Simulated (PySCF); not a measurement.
## Bond length, frequency and bond energy of RuI by level of theory

State: quartet, unpaired electrons σ ↑, π ↑, δ ↑. Set-up: PySCF, scalar-relativistic core potentials, basis sets Ru def2-TZVPP with ECP28, I def2-TZVPP with ECP28. De refers to Ru (4d7 5s1) + I in their high-spin ground configurations, without counterpoise correction. The functionals are run spin-unrestricted. A positive dipole means Ru(−)I(+).

| Level | Re (Å) | ωe (cm⁻¹) | De (eV) | μ (D) | CPU s a point (SCF and correlation, without the integrals) |
| --- | --- | --- | --- | --- | --- |
| UHF | 2.718 | 181 | n/a | -7.26 | 11 |
| UHF-MP2 | 2.530 | 219 | n/a | n/a | 20 |
| UHF-SCS-MP2 | 2.567 | 209 | n/a | n/a | n/a |
| PBE | 2.529 | 220 | 3.00 | -3.47 | 2.5 |
| BLYP | 2.568 | 208 | 2.79 | -3.47 | 1.6 |
| r²SCAN | 2.535 | 220 | 2.89 | -4.08 | 3.2 |
| r²SCANh | 2.543 | 217 | 2.83 | -4.42 | 4.9 |
| PBE0 | 2.553 | 214 | 2.81 | -4.60 | 8.8 |
| r²SCAN0 | 2.556 | 214 | 2.75 | -4.90 | 5.8 |
| ωB97X | 2.580 | 210 | 3.16 | -5.29 | 13 |
| B2PLYP | 2.564 | 210 | 2.76 | -5.45 | 9 |

The bond length runs from 2.529 Å (PBE) to 2.718 Å (UHF). De spans 2.75 eV (r²SCAN0, hybrid meta-GGA) to 3.16 eV (ωB97X, range-separated hybrid).

Correlated steps freeze 4 core orbitals. The metal atom is held in its measured ground configuration; semilocal functionals can put another filling of s and d lower by some tenths of an eV, and De to that atom would be smaller. Spin–orbit coupling is left out, which matters for elements this heavy, above all for dissociation energies. B2PLYP dipoles, levels and charges come from its SCF part alone. The state is the lowest single determinant that the PBE0 search found; with open d or f shells the true ground state can be another one.

The whole job (state search and all levels along the bond) took about 9.2 min on 2 threads of Intel Xeon Platinum 8488C (shared host), peak memory 3.5 GiB.
